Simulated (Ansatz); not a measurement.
Consider the substitution at a C–B bond: `COBCS` + `N=CBO` → `OB/C=N/CS` + `BOC`.

Gas-phase electronic energies from Ansatz, PBE0-D4/def2-TZVP geometries. CCSD(T)/CBS adds triple-zeta CCSD(T) − MP2 to the extrapolated MP2 energy (def2 sets, frozen cores). DFT in def2-TZVPP. B3LYP here is the variant with VWN-RPA as its local correlation; programs differ in this. One conformer a species, not always the lowest.

```
             level  ΔE (kJ/mol)  difference from CCSD(T)/CBS
            PBE-D4         66.1                         -1.8
         r2SCAN-D4         68.4                          0.5
           PBE0-D4         68.1                          0.2
          B3LYP-D4         62.2                         -5.7
           ωB97X-V         65.3                         -2.6
           ωB97M-V         69.8                          1.9
            B2PLYP         63.0                         -4.9
               PBE         65.6                         -2.3
            r2SCAN         68.4                          0.5
              PBE0         67.8                         -0.1
             B3LYP         61.4                         -6.5
     HF/def2-TZVPP         57.5                        -10.4
    MP2/def2-TZVPP         65.6                         -2.3
SCS-MP2/def2-TZVPP         62.0                         -5.9
   CCSD/def2-TZVPP         67.0                         -0.9
CCSD(T)/def2-TZVPP         67.2                         -0.7
     HF/def2-QZVPP         56.8                        -11.1
    MP2/def2-QZVPP         65.7                         -2.2
SCS-MP2/def2-QZVPP         62.3                         -5.6
      HF/CBS(def2)         56.7                        -11.2
     MP2/CBS(def2)         66.3                         -1.6
    CCSD/CBS(def2)         67.7                         -0.2
       CCSD(T)/CBS         67.9                            0
```

Largest T1 diagnostic among the species: 0.014.

In def2-TZVPP, CCSD(T) changes the Hartree–Fock value by +9.6 kJ/mol (the triples alone add +0.2 kJ/mol) and MP2 by +8.0 kJ/mol.
